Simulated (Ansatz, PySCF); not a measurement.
System: SOF, charge 0, doublet. SOF (SMILES O=[S]F, doublet).
B3LYP-D3(BJ)/def2-TZVP minimum from Ansatz (a program for electronic structure):
```
S
O 1 1.4576
F 1 1.6228 2 108.23
```
Charge 0, spin multiplicity 2.

Atomisation energy term by term, kcal/mol (programs: Ansatz). Open shells are spin-unrestricted; no spin-orbit coupling. Cores are frozen in correlated methods. Rows without X2C or -DK are non-relativistic. CBS(X,Y): correlation extrapolated as X^-3, Hartree-Fock from the larger set (Q,5: extrapolated as (X+1)exp(-9√X)). A bracket is a step between two methods taken in the basis named. '+ core + X2C': CCSD(T) terms for core correlation (cc-pwCVTZ, 1s frozen past Ne) and scalar relativity (cc-pVTZ-DK). The UHF reference of FOS (O=[S]F, doublet) is spin-contaminated (<S^2> up to 0.04 over the pure value in the sets run).

```json
[
 {"term": "Hartree-Fock", "basis": "CBS(cc-pV(Q+d)Z,cc-pV(5+d)Z)", "kcal/mol": "97.34"},
 {"term": "CCSD correlation", "basis": "CBS(cc-pV(Q+d)Z,cc-pV(5+d)Z)", "kcal/mol": "103.29"},
 {"term": "(T)", "basis": "CBS(cc-pV(Q+d)Z,cc-pV(5+d)Z)", "kcal/mol": "12.06"},
 {"term": "CCSDT(Q) - CCSD(T)", "basis": "cc-pV(T+d)Z", "kcal/mol": "0.72"},
 {"term": "core correlation", "basis": "cc-pwCVTZ", "kcal/mol": "0.74"},
 {"term": "scalar relativity", "basis": "X2C, cc-pVTZ-DK", "kcal/mol": "-0.54"},
 {"term": "minus zero-point energy", "basis": "Hessian by PySCF at B3LYP-D3(BJ)/def2-TZVP", "kcal/mol": "-3.37"},
 {"term": "sum: D0", "basis": "", "kcal/mol": "210.2"}
]
```

The step beyond CCSD(T) by other levels: CCSDT(Q) in cc-pV(D+d)Z 1.40 kcal/mol.
